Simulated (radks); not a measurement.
Problem. These are the eigenvalues of the occupied orbitals of an atom or ion with whole-number occupations (eV). All-electron calculation, scalar-relativistic Kohn-Sham, LDA (Slater exchange, Perdew-Zunger correlation), spin-unpolarised, spherical densities, finite nucleus; Fermi nuclear charge, rms radius of each element as measured or else 0.836 A^(1/3) + 0.57 fm. Program: a radial shooting solver on a logarithmic mesh with Libxc functionals.

1s: -4014.561
2s: -467.9442
2p: -392.7808
3s: -74.6848
3p: -54.9971
4p: -14.1903

Which element is it, and in what charge state? The configuration may be excited.

Solution. Z = 20, calcium, charge +2: Ca2+ in [He] 2s2 2p5 3s2 3p6 4p1. The list shows which subshells hold electrons but not how many an open one holds; the 1s level, -147.53 hartree, gives Z - s = 17.2 by -(Z - s)^2/2, which with screening and relativity narrows Z to a few neighbours, and the depths of the outer levels then fix element, charge and occupations together.
